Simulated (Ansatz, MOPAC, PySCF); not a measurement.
Pair of molecules: CH3F (SMILES CF) (first 5 atoms) with CH2O (SMILES C=O); geometry from B3LYP-D3(BJ)/def2-TZVP.
(charge 0, multiplicity 1):
```xyz
9

C     -0.5414    -0.1869    -0.1505
F     -0.4407     1.0388     0.5134
H     -0.5796    -0.9803     0.5948
H     -1.4522    -0.1788    -0.7491
H      0.3335    -0.3031    -0.7900
C     -0.3891     0.4197     3.2113
O     -0.4717    -0.7769     3.1502
H     -1.2827     1.0675     3.2748
H      0.5854     0.9417     3.2116
```

Counterpoise-corrected where a basis set is named; no monomer relaxation.

The state reached by PM6 isn't checked.

The values were computed with Ansatz (Gaussian basis) for Hartree–Fock, density functionals and correlated methods; MOPAC for PM6 (differences of heats of formation); PySCF for the dispersion terms. Each number belongs to the level named beside it.

Question: One of these levels gives -105.5 meV for the interaction energy. Which?
(A) PM6
(B) BLYP-D4/def2-TZVPPD
(C) BHLYP/def2-TZVPPD

Answer: C, BHLYP/def2-TZVPPD. The others give -63.9 (PM6), -120.5 (BLYP-D4/def2-TZVPPD)

Ansatz is a first-principles code.
